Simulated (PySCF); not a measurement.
Geometries of 2 isomers of C3H5AlClF, from PBE0-D3(BJ)/def2-SVP geometry optimisation, gas phase in PySCF. One conformer each, no zero-point energy, no frequencies.

Question: Which isomer lies lower at this level?
A.
```xyz
11
angstrom
C     -1.964    0.027   -0.315
C     -0.523   -0.197   -0.612
C      0.533    0.019    0.174
Cl     0.295    0.663    1.855
Al     2.453   -0.079    0.360
F      3.365    1.212   -0.168
H     -2.539   -0.902   -0.459
H     -2.116    0.381    0.714
H     -2.388    0.772   -1.007
H     -0.277   -0.588   -1.608
H      3.211   -1.289    1.019
```
B.
```xyz
11
angstrom
C     -1.883   -0.096   -0.476
C     -0.754   -0.658   -0.037
C      0.267    0.000    0.828
Al     1.899    0.475   -0.120
F      3.227    1.004    0.728
Cl     2.106    0.364   -2.198
H     -2.568   -0.638   -1.133
H     -2.162    0.925   -0.197
H     -0.530   -1.685   -0.355
H     -0.125    0.934    1.269
H      0.567   -0.642    1.676
```

Answer: B. That is `C=C[CH2][Al]([F])[Cl]`, 48.9 kcal/mol below the other.

```tsv
SMILES	atoms numbered as above	E (Eh)	relative (kcal/mol)	relative (kJ/mol)	dipole (D)
C=C[CH2][Al]([F])[Cl]	[CH2:1]=[CH:2][CH2:3][Al:4]([F:5])[Cl:6]	-919.04827	0.0	0.0	1.83
C/C=[C](\Cl)[AlH][F]	[CH3:1]/[CH:2]=[C:3](\[Cl:4])[AlH:5][F:6]	-918.97033	48.9	204.6	2.86
```
